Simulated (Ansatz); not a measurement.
Si₅H₃⁺, relaxed as a singlet with RKS PBE-D4/def2-SVP in Ansatz, starting from the GFN2-xTB geometry. Force threshold 0.02 eV/Å.

The restricted singlet is unstable towards broken spin symmetry in Hartree–Fock (as tested in another run); at PBE-D4/def2-SVP this wasn't settled. The structure comes from a short search, and lower isomers may exist.

Start:

Cartesian coordinates in Å:
```
Si 0.6023 1.2630 -0.7820
Si -1.5613 -1.6022 0.8217
Si 2.3592 0.2027 0.2766
Si 0.7495 -1.3035 1.0692
Si -1.4945 0.2879 -0.5014
H 0.5648 2.4807 -1.6165
H 1.3485 -2.3286 1.9566
H -2.5686 1.0001 -1.2240
```

(1) Estimate the energy that the relaxation releases and the steps that it takes.

(2) Does the start keep its bonding?

(3) Predict the relaxed structure.

Results:

(1) 29.2 kcal/mol, in 17 steps; 14 s on 4 threads of Arm Neoverse V2 on a shared host. No frequencies were taken in this run, so the end may be a saddle point.

(2) Bonds formed: Si1–Si4, Si4–Si5 (atoms count from 1).

(3) 
```csv
atom,x (Å),y (Å),z (Å)
Si1,0.688,1.043,-0.787
Si2,-1.093,-2.222,-0.186
Si3,2.275,-0.672,-0.689
Si4,0.485,-0.809,0.913
Si5,-1.372,0.076,-0.543
H6,0.908,2.532,-0.742
H7,0.737,-0.834,2.393
H8,-2.628,0.887,-0.359
```
Bond lengths: 7 × Si–Si 2.29 to 2.52 Å; 3 × H–Si 1.50 to 1.51 Å.
